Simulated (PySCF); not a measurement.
HfO2, SMILES [O]=[Hf]=[O], multiplicity 1.

Coordinates come from a B3LYP-D3(BJ)/def2-TZVP optimisation. The spin state was assumed, not searched. The isomer is the one that the SMILES or the coordinates give; other isomers of the formula were not compared. The def2 effective core potentials stand for the cores of Hf; spin–orbit coupling is left out.

Computed with TDDFT-PBE/def2-TZVPD (PySCF 2.14.0).

Vertical excitations. Gas-phase values at a fixed geometry. State labels are in the subgroup C2v.

```json
[
 {"state": "S1", "symmetry": "B2", "energy (eV)": "1.21", "λ (nm)": "1027", "f": "0.001", "main pairs": "HOMO→LUMO 100 %"},
 {"state": "S2", "symmetry": "A1", "energy (eV)": "2.43", "λ (nm)": "511", "f": "0.017", "main pairs": "HOMO−1→LUMO 99 %"},
 {"state": "S3", "symmetry": "B1", "energy (eV)": "2.50", "λ (nm)": "496", "f": "0.006", "main pairs": "HOMO−2→LUMO 100 %"},
 {"state": "S4", "symmetry": "A2", "energy (eV)": "2.84", "λ (nm)": "437", "f": "0.000", "main pairs": "HOMO−3→LUMO 100 %"},
 {"state": "S5", "symmetry": "A2", "energy (eV)": "2.98", "λ (nm)": "415", "f": "0.000", "main pairs": "HOMO→LUMO+1 100 %"},
 {"state": "S6", "symmetry": "B2", "energy (eV)": "2.99", "λ (nm)": "415", "f": "0.015", "main pairs": "HOMO−4→LUMO 98 %"},
 {"state": "S7", "symmetry": "B2", "energy (eV)": "3.15", "λ (nm)": "394", "f": "0.003", "main pairs": "HOMO→LUMO+2 99 %"},
 {"state": "S8", "symmetry": "A1", "energy (eV)": "3.16", "λ (nm)": "393", "f": "0.003", "main pairs": "HOMO−5→LUMO 100 %"},
 {"state": "S9", "symmetry": "B1", "energy (eV)": "4.11", "λ (nm)": "302", "f": "0.006", "main pairs": "HOMO−1→LUMO+1 99 %"},
 {"state": "S10", "symmetry": "A1", "energy (eV)": "4.26", "λ (nm)": "291", "f": "0.010", "main pairs": "HOMO−2→LUMO+1 61 %, HOMO−1→LUMO+2 38 %"},
 {"state": "T1", "symmetry": "B2", "energy (eV)": "1.14", "λ (nm)": "1092", "f": "0", "main pairs": "HOMO→LUMO 100 %"},
 {"state": "T2", "symmetry": "A1", "energy (eV)": "2.12", "λ (nm)": "585", "f": "0", "main pairs": "HOMO−1→LUMO 99 %"},
 {"state": "T3", "symmetry": "B1", "energy (eV)": "2.32", "λ (nm)": "534", "f": "0", "main pairs": "HOMO−2→LUMO 100 %"},
 {"state": "T4", "symmetry": "A2", "energy (eV)": "2.66", "λ (nm)": "466", "f": "0", "main pairs": "HOMO−3→LUMO 99 %"}
]
```
Triplets are in the Tamm–Dancoff approximation, which puts them higher than full response would, so one can lie above its singlet here.
